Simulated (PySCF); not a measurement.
Compound: SiEt2F2, C4H10F2Si.
Bonds: Si1–C2, Si1–C9, Si1–F16, Si1–F17, C2–C3, C9–C10. Hydrogens: H4, H5 on C2; H6, H7, H8 on C3; H11, H12 on C9; H13, H14, H15 on C10.

A GFN2-xTB structure was refined with PySCF 2.14.0, PBE0-D3(BJ)/def2-SVP geometry optimisation, gas phase. Its GFN2-xTB values:

| coordinate | GFN2-xTB |
| --- | --- |
| Si1–C2 | 1.881 Å |
| Si1–F16 | 1.731 Å |
| C2–C3 | 1.566 Å |
| C2–H4 | 1.172 Å |
| C3–H6 | 1.106 Å |
| Si1–C2–C3 | 113.9° |
| C2–Si1–C9 | 119.3° |
| C2–Si1–F16 | 104.8° |
| F16–Si1–F17 | 97.0° |
| C2–Si1–C9–C10 | -179° |
| C9–Si1–C2–C3 | 171° |

**Question.** How do these coordinates change at the PBE0-D3(BJ)/def2-SVP level?

**Answer.** 
```tsv
coordinate	PBE0-D3(BJ)/def2-SVP (Å or °)	change
Si1–F16	1.627	-0.104
C2–H4	1.104	-0.068
C2–C3	1.528	-0.038
Si1–C2	1.855	-0.026
C3–H6	1.100	-0.006
F16–Si1–F17	104.9	+7.9
C2–Si1–F16	108.5	+3.7
C2–Si1–C9	116.5	-2.8
Si1–C2–C3	113.5	-0.4
C9–Si1–C2–C3	176	+5
C2–Si1–C9–C10	180	-1
```

The energy falls by 0.843 eV over 7 energy and gradient evaluations, the largest force component goes from 0.0868 to 4.2e-04 Eh/bohr, and the atoms move by 0.076 Å rms after alignment. The bond that changes most is Si1–F16 (ends: silicon bonded to 2 C and 2 F; fluorine bonded to Si), which shortens by 0.104 Å. Bonds longer at the end by more than 0.005 Å: 9 of 16; shorter: 6. Rotational constants go from 3578, 1293, 1254 to 3534, 1282, 1270 MHz.

The run used 152 basis functions and 44 SCF cycles in all. Hardware: one thread, Intel Xeon at 2.70 GHz (x86_64), no GPU, shared host with 64 logical CPUs at a one-minute load of 59. Cost: 1.8 min wall, 0.61 GiB resident at most.

Stationary, but not proved a minimum. The numbers are those of one conformer.
